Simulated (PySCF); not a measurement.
How methods differ on the ionisation energy of Ne+

Ne+ [He] 2s2 2p5 (2P) → Ne(2+) [He] 2s2 2p4 (3P), as a difference of total energies. Computed with PySCF 2.14 in cc-pVDZ-DK (3s2p1d, 14 functions), with scalar relativity by spin-free X2C-1e. Correlated levels: valence: 1s2 frozen. The calculations carry no spin-orbit coupling.

**Question.** Order these methods by the ionisation energy they give, lowest first.
A. UHF
B. B3LYP
C. SCS-MP2 (valence)
D. M06-L

**Answer.** A (39.395 eV), C (40.438 eV), D (41.208 eV), B (41.397 eV).

Errors of the correlated levels include the incompleteness of this basis and the frozen core.

For comparison: 40.963 eV (measured; NIST Atomic Spectra Database, ionization energies).
